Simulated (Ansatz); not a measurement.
`N[Si@H](F)[Si@@H](N)F` + CH₃NH₂ → `CN[SiH](N)F` + `N[SiH2]F`  (cleavage of the Si–Si bond)

Computed with Ansatz on PBE0-D4/def2-TZVP structures; ΔE is electronic, products minus reactants. CCSD(T)/CBS is the MP2 limit (def2-TZVPP, def2-QZVPP) plus CCSD(T) − MP2 in def2-TZVPP, frozen cores. Each species was taken in one conformer, which may not be the lowest.

```tsv
species	SCS-MP2/def2-TZVPP energy (Eh)
`N[Si@H](F)[Si@@H](N)F`	-890.66125
CH₃NH₂	-95.66487
`CN[SiH](N)F`	-540.44024
`N[SiH2]F`	-445.92578
```

(1) Work out ΔE.

Largest T1 diagnostic among the species: 0.012.

## Answers

(1) ΔE = (-540.44024) + (-445.92578) − (-890.66125) − (-95.66487) = -0.03990 Eh = -25.0 kcal/mol. CCSD(T)/CBS gives -23.0 kcal/mol.

From PBE to PBE0 (25 % exact exchange), in def2-TZVPP and without D4, ΔE moves by −2.3 kcal/mol. In def2-TZVPP, CCSD(T) changes the Hartree–Fock value by +3.2 kcal/mol (the triples alone add +0.5 kcal/mol) and MP2 by +1.5 kcal/mol.
